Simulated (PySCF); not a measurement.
C6H8BF2N.
Numbering: `[F:1][CH:2]([F:3])[BH2-:4][n+:5]1[cH:6][cH:7][cH:8][cH:9][cH:10]1` (hydrogens: H11 on C2; H12, H13 on B4; H14 on C6; H15 on C7; H16 on C8; H17 on C9; H18 on C10)

Geometry (PBE0-D3(BJ)/def2-SVP, Å), atoms numbered from 1 in this order:
```xyz
18
C6H8BF2N angstrom
F     -2.132    0.016    1.563
C     -2.430    0.198    0.232
F     -2.175    1.526   -0.023
B     -1.537   -0.766   -0.704
N     -0.040   -0.370   -0.352
C      0.544    0.656   -0.987
C      1.797    1.122   -0.619
C      2.459    0.510    0.443
C      1.838   -0.549    1.100
C      0.585   -0.962    0.675
H     -3.520    0.051    0.122
H     -1.718   -0.533   -1.889
H     -1.695   -1.939   -0.402
H     -0.032    1.091   -1.804
H      2.242    1.956   -1.163
H      3.448    0.854    0.754
H      2.316   -1.058    1.938
H      0.040   -1.780    1.147
```

Level: PBE0/pcSseg-1 and wB97X-D/def2-SVPD in PySCF, non-relativistic, on one gas-phase PBE0-D3(BJ)/def2-SVP geometry that isn't relaxed in the solvent. The solvent is an IEF-PCM continuum (van der Waals radii × 1.2). The model holds no explicit solvent molecules, cavitation or dispersion.

Gas phase at PBE0/pcSseg-1: HOMO -7.40 eV, LUMO -2.11 eV, dipole 5.81 D.

Task: What does the continuum do to the energy, the frontier levels and the dipole at PBE0/pcSseg-1 in methanol and dimethylsulfoxide?

Result: 
| solvent | ε | E(solvent) − E(gas) (kcal/mol) | polarisation term (kcal/mol) | distortion of the solute (kcal/mol) | HOMO (eV) | LUMO (eV) | dipole (D) |
| --- | --- | --- | --- | --- | --- | --- | --- |
| methanol | 32.61 | -9.20 | -10.58 | 1.38 | -7.73 | -1.73 | 7.22 |
| dimethylsulfoxide | 46.83 | -9.33 | -10.75 | 1.42 | -7.73 | -1.73 | 7.24 |

The first energy column is the sum of the next two and covers electrostatics alone. From methanol to dimethylsulfoxide the lowering changes by a factor 1.01, Onsager's factor (ε − 1)/(2ε + 1) by 1.01 and ε itself by 1.4.

Task: Which radius a makes the point-dipole formula ΔE = −[(ε − 1)/(2ε + 1)]·μ²/a³ give the value in dimethylsulfoxide, with the gas-phase dipole?

Result: μ = 2.284 au and |ΔE| = 0.01487 Eh give a = 2.93 Å; the farthest nucleus lies 3.63 Å from the centroid of the nuclei, so such a sphere wouldn't even hold the nuclei. The formula assumes a rigid point dipole at the centre of a sphere.

Task: Give the dipole vector in the frame of the coordinates (D, pointing from negative to positive charge), gas and dimethylsulfoxide.

Result: Gas (5.79, 0.36, 0.24), solvent (7.19, 0.62, 0.47). Its length changes by +25 % and its direction by 2°.

Task: Which Hirshfeld charges (PBE0/pcSseg-1) respond most in dimethylsulfoxide (means over atoms taken as equivalent)?

Result: 
```
  atoms                   environment  gas (e)  solvent (e)  change
    H16             aromatic hydrogen   +0.070       +0.084  +0.014
H15/H17             aromatic hydrogen   +0.069       +0.081  +0.012
     C8            aromatic CH carbon   -0.009       +0.003  +0.012
     N5  nitrogen bonded to B and 2 C   +0.013       +0.002  -0.011
H12/H13                  B–H hydrogen   -0.092       -0.102  -0.010
  F1/F3       fluorine of a CF2 group   -0.137       -0.146  -0.009
  C7/C9            aromatic CH carbon   -0.033       -0.026  +0.007
     B4         four-coordinate boron   -0.064       -0.070  -0.006
```

Task: Which Mayer bond orders change most in dimethylsulfoxide?

Result: 
| bond | length (Å) | gas | solvent | change |
| --- | --- | --- | --- | --- |
| B4–N5 | 1.588 | 0.633 | 0.660 | +0.027 |
| N5–C6 | 1.341 | 1.291 | 1.276 | -0.015 |
| C10–N5 | 1.341 | 1.291 | 1.276 | -0.015 |
| F1–C2 | 1.377 | 0.873 | 0.863 | -0.010 |
| C2–F3 | 1.376 | 0.874 | 0.864 | -0.010 |
| C6–C7 | 1.386 | 1.414 | 1.424 | +0.010 |
| C9–C10 | 1.387 | 1.413 | 1.423 | +0.010 |
| C2–B4 | 1.614 | 0.896 | 0.904 | +0.008 |

Gas phase at wB97X-D/def2-SVPD: HOMO -9.41 eV, LUMO -0.42 eV, dipole 5.96 D.

Task: What does the continuum do to the energy, the frontier levels and the dipole at wB97X-D/def2-SVPD in dimethylsulfoxide?

Result: 
| solvent | ε | E(solvent) − E(gas) (kcal/mol) | polarisation term (kcal/mol) | distortion of the solute (kcal/mol) | HOMO (eV) | LUMO (eV) | dipole (D) |
| --- | --- | --- | --- | --- | --- | --- | --- |
| dimethylsulfoxide | 46.83 | -9.54 | -11.13 | 1.59 | -9.72 | -0.01 | 7.46 |

Task: How does the static polarisability (wB97X-D/def2-SVPD, frozen core, with the continuum's full static response) change?

Result: 
```
           medium  isotropic (au)  principal values (au)  ⟨r²⟩ of the electrons (bohr²)
              gas            93.5      67.0, 97.0, 116.4                         1415.5
dimethylsulfoxide           127.0     89.6, 139.9, 151.4                         1413.6
```

The isotropic value in dimethylsulfoxide is 1.36 times the gas-phase one; no cavity-field correction is applied. ⟨r²⟩ is taken about the centre of nuclear charge.

Time: 74 s; peak memory 1.2 GiB. Hardware: one thread of an Arm Neoverse N1, shared host. This is the whole shielding run at PBE0/pcSseg-1 in dimethylsulfoxide, SCF included.

wB97X-D is run here without its empirical dispersion term; that term would change no orbital, density or response property at a fixed geometry.
